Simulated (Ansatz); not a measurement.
Ansatz (a program for electronic structure) input (CCSD(T)/def2-SVPD):

Ansatz 0.2 input:
```yaml
crystal:
  periodic: [false, false, false]
  atoms:
    - {symbol: Si, position_ang: [-0.00000000, -0.00000000, -1.60880547]}
    - {symbol: Br, position_ang: [0.00000000, 0.00000000, 0.64352219]}
basis:
  gaussian:
    orbitals: def2-SVPD
magnetization: {spin_polarized: true, initial_magnetization: 1}
correlation: {method: ccsd_t, electrons: outside_noble_gas}
output: {forces: true}
```

End of the output:

```
mean field evaluation 64: about -77849.9314 eV, gradient 9.6e-4 eV
mean field evaluation 96: about -77846.6583 eV, gradient 4.3e0 eV
mean field evaluation 128: about -77844.9510 eV, gradient 4.2e-3 eV
mean field evaluation 160: about -77846.4867 eV, gradient 7.0e-4 eV
mean field -77849.93142919 eV, -2860.9322114440 hartree, gradient 1.6e-6 eV, S^2 0.772034; 5 other end points of the search recorded, 0 dependent functions left out
determinant -77849.93142919 eV, -2860.9322114440 hartree, with singles and doubles -77855.70030064 eV, -2861.1442135594 hartree
determinant -77846.48673591 eV, -2860.8056213010 hartree, with singles and doubles -77852.61174033 eV, -2861.0307110617 hartree
19 core orbitals not correlated
reference -77849.93142919 eV, -2860.9322114440 hartree; 6, 5 occupied and 40, 41 virtual orbitals, 623 factors
densities: 0.18 GiB planned
second order -5.04277457 eV of doubles, -0.00000000 eV of singles
coupled cluster: 0.15 GiB planned
cycle   1  -5.75850761 eV  change   -1.5e-1 eV  update   1.8e-2
cycle   2  -5.76764752 eV  change   -9.1e-3 eV  update   5.4e-3
cycle   3  -5.76924095 eV  change   -1.6e-3 eV  update   1.9e-3
cycle   4  -5.77010836 eV  change   -8.7e-4 eV  update   5.7e-4
cycle   5  -5.77033918 eV  change   -2.3e-4 eV  update   2.3e-4
cycle   6  -5.77049183 eV  change   -1.5e-4 eV  update   8.9e-5
cycle   7  -5.77050518 eV  change   -1.3e-5 eV  update   3.4e-5
cycle   8  -5.77050128 eV  change    3.9e-6 eV  update   1.0e-5
cycle   9  -5.77049797 eV  change    3.3e-6 eV  update   3.8e-6
cycle  10  -5.77049747 eV  change    4.9e-7 eV  update   1.3e-6
cycle  11  -5.77049760 eV  change   -1.3e-7 eV  update   4.6e-7
cycle  12  -5.77049767 eV  change   -6.8e-8 eV  update   1.9e-7
perturbative correction -0.20184770 eV, -0.0074177663 hartree
the calculation of the forces begins
Total energy: -77855.90377456 eV, -2861.1516910882 hartree
Atom 0 at    -0.000000    -0.000000    -1.608805 Å, force    -0.000000    -0.000000    -0.252486 eV/Å
Atom 1 at     0.000000     0.000000     0.643522 Å, force     0.000000     0.000000     0.252486 eV/Å
Dipole moment:    -0.000000     0.000000    -0.199883 e Å
```
